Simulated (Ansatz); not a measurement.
System: sum formula H3Si2OCl2, net charge -1, singlet state. It need not be the lowest isomer of its formula. Whether it binds its extra electron was not tested at this geometry. SMILES: [SiH2-]O[SiH](Cl)Cl
Geometry from a B3LYP-D3(BJ)/def2-TZVP (Ansatz, a first-principles code) optimisation:
```xyz
8

Si     0.2643    -0.1565     0.3198
Cl     1.2293     1.3380     1.4383
Cl     1.4994    -0.4290    -1.3462
O     -1.1968     0.3037    -0.0567
Si    -2.6081    -0.7767    -0.4607
H      0.3962    -1.3867     1.1127
H     -2.6216    -1.5389     0.8860
H     -1.7749    -1.8919    -1.1376
```
Charge -1, spin multiplicity 1.

Parts of the frozen-core correlation energy in 6-31G* (Ansatz, hartree). Frozen orbitals: 21; correlated occupied orbitals by spin: 16 and 16; virtual: 60 and 60. Spin-orbit coupling is left out. Non-relativistic.

| term | value |
|---|---|
| reference (HF) | -1573.58389 |
| MP2 opposite-spin | -0.44346 |
| MP2 same-spin | -0.15263 |
| CCSD correlation | -0.64647 |
| (T) | -0.01630 |
| T1 diagnostic | 0.012 |
| largest doubles amplitude | 0.045 |
